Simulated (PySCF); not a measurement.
## Static response to an electric field

Compound: C₅H₁₀SSi.
SMILES with atom numbers: `[CH3:1][C@@H:2]1[CH:3]=[C:4]([S:5][SiH3:6])[CH2:7]1` (hydrogens: H8, H9, H10 on C1; H11 on C2; H12 on C3; H13, H14, H15 on Si6; H16, H17 on C7)

Cartesian coordinates in Å at the GFN2-xTB level; atoms count from 1:
```xyz
17
C5H10SSi angstrom
C     -2.3392    0.9766   -0.1273
C     -1.4461   -0.0577    0.5373
C      0.0215    0.2924    0.6194
C      0.3904   -0.7232   -0.1634
S      1.8917   -1.3492   -0.7961
Si     3.3047    0.0885   -0.0485
C     -1.0060   -1.2441   -0.3663
H     -3.3227    0.5562   -0.3258
H     -2.4575    1.8452    0.5170
H     -1.9014    1.3024   -1.0683
H     -1.8807   -0.3774    1.4877
H      0.5444    1.0828    1.1249
H      4.5574   -0.4078   -0.5901
H      3.2602    0.0616    1.4076
H      2.9371    1.4000   -0.5671
H     -1.1906   -2.2373    0.0382
H     -1.3703   -1.1970   -1.3902
```

Level: CAM-B3LYP/def2-SVPD (PySCF), static field, nuclei fixed, core orbitals frozen in the response. The polarisability tensor in these axes (au):

```
x   132.79  -3.83  -4.90
y    -3.83  97.79   9.46
z    -4.90   9.46  87.45
```

Problem. Diagonalise the tensor; give its mean and Δα, where Δα² is half the sum of the squared differences of the eigenvalues.

Solution. Principal values 81.74, 102.31 and 133.98 au; mean 106.01 au = 15.71 Å³ = 17.48 × 10⁻⁴⁰ C²·m²/J; Δα = 45.59 au (43 % of the mean).

Problem. What is the dipole moment, and where does it point?

Solution. (-0.20, 1.04, 0.73) D, 1.29 D in size, pointing from the negative to the positive side. Measured along this direction, the outermost atoms are S5 at the negative end and H9 at the positive end.

Problem. Form Σ f/ω² (atomic units) for the 8 lowest TDDFT singlets, given as eV and f, and set it beside the mean polarisability, which is this sum over all singlets: 5.42, 0.0074; 5.87, 0.0269; 5.89, 0.2428; 6.35, 0.0014; 6.58, 0.0028; 6.93, 0.0431; 7.00, 0.0190; 7.08, 0.0098.

Solution. They add up to 7.11 au, 6.7 % of the 106.01 au; the largest single term is 5.18 au, from the state at 5.89 eV. Terms in order: 0.19, 0.58, 5.18, 0.03, 0.05, 0.66, 0.29, 0.14 au. Higher excitations give the rest. The strengths listed sum to 0.353.

Problem. Orientational against electronic polarisability at 350 K (dilute gas, rigid molecules)?

Solution. In Gaussian units μ²/3kT = 11.45 Å³ against 15.71 Å³, a ratio of 0.73; the Debye molar polarisation (4π/3)N_A(α + μ²/3kT) is 68.5 cm³/mol, leaving out the vibrational part.

Problem. What would n − 1 = 2πNα be for an ideal gas of these molecules at 273.15 K and 1 atm, electronic part alone?

Solution. N = p/kT = 2.6868 × 10¹⁹ cm⁻³, so n − 1 = 2π × N × 15.71 × 10⁻²⁴ cm³ = 2652 × 10⁻⁶ at long wavelengths, for an ideal gas.

Problem. What molar refraction does this α imply?

Solution. Lorentz–Lorenz: R = (4π/3)N_A α = 2.5225 cm³/(mol·Å³) × 15.71 Å³ = 39.6 cm³/mol, in the limit of long wavelengths.

The structure is a single GFN2-xTB conformer in the gas phase; no vibrational or solvent corrections.
